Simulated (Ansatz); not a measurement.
Born–Oppenheimer molecular dynamics of ClF₄GeH (7 atoms, charge 0, multiplicity 1). It starts at the highest image of a converged band. Of that band: A vibrational analysis at the climbing image gives one clearly imaginary mode, 425i cm⁻¹, and a faint second one (34i cm⁻¹) that may be numerical noise or a soft torsion: probably a first-order saddle point.

All numbers below come from Ansatz, RKS r2SCAN/def2-SVP.

```yaml
ensemble: NVE (velocity Verlet)
time_step: 0.5 fs
steps_asked: 200
starting_velocities_drawn_for: 100 K
seed: 9435
```

First frame:

```xyz
7
Properties=species:S:1:pos:R:3
Ge -0.273 0.000 -0.048
Cl 0.049 0.000 2.413
F 1.446 0.000 -0.134
F -0.627 1.459 -0.864
F -0.627 -1.459 -0.864
F -1.938 0.000 0.799
H -1.312 0.000 1.972
```

Problem. What does the run give?

Solution. The run went to its last step.

```yaml
steps_done: 200
time_covered: 100 fs
mean_temperature_over_the_second_half: 551 K
spread_of_the_potential_energy_over_the_second_half: 11.0 meV per atom
mean_potential_energy_of_the_second_half_above_the_start: -41.7 meV per atom
```

The conserved energy stayed within 0.03 meV per atom of its start (net change 0.025 meV per atom), so the integration is sound. The kinetic energy rose, since the run started high on the potential surface and went downhill. It ends in pieces (ClH + F4Ge), so much of that is their flight and rotation, not heat. A run of 0.1 ps of so small a system gives no equilibrium averages. The orbitals stay closed-shell, which can raise the energy where a bond breaks towards radicals; this wasn't checked here.

Problem. What happens to the structure?

Solution. Between its relaxed ends the band would form Ge1–F6, Cl2–H7 and break Ge1–Cl2, F6–H7. These pairs go: Ge1–F6 1.87 → 1.72 Å, Cl2–H7 1.43 → 1.32 Å, Ge1–Cl2 2.48 → 3.19 Å, F6–H7 1.33 → 3.00 Å. In the last frame they stand as after the step (other bonds may differ from the relaxed reactants and products). It ends as ClH + F4Ge. Pairs count as bonded within 1.25 times the sum of covalent radii (0.12 Å more for H–H). The details hang on the random start.

Problem. How do temperature and energy run in time?

Solution. 
```
time (fs)  T (K)  potential energy less start (eV)  conserved less start (meV/atom)
        0    100                             0.000                             0.00
        5     63                             0.024                             0.01
       10     52                             0.031                             0.00
       15     47                             0.035                             0.01
       20     72                             0.018                             0.01
       25     95                             0.003                             0.00
       30     77                             0.015                             0.02
       35    109                            -0.006                             0.01
       40    185                            -0.055                            -0.01
       45    248                            -0.096                            -0.01
       50    300                            -0.129                             0.01
       55    356                            -0.166                             0.02
       60    434                            -0.216                             0.02
       65    490                            -0.252                             0.01
       70    538                            -0.283                            -0.02
       75    567                            -0.302                            -0.02
       80    603                            -0.325                            -0.02
       85    638                            -0.348                            -0.02
       90    662                            -0.363                             0.01
       95    696                            -0.385                             0.02
      100    738                            -0.412                             0.02
```

Time of the run: 8.8 min on 4 threads of Arm Neoverse V1, with other jobs on the host, peak memory 0.19 GiB.
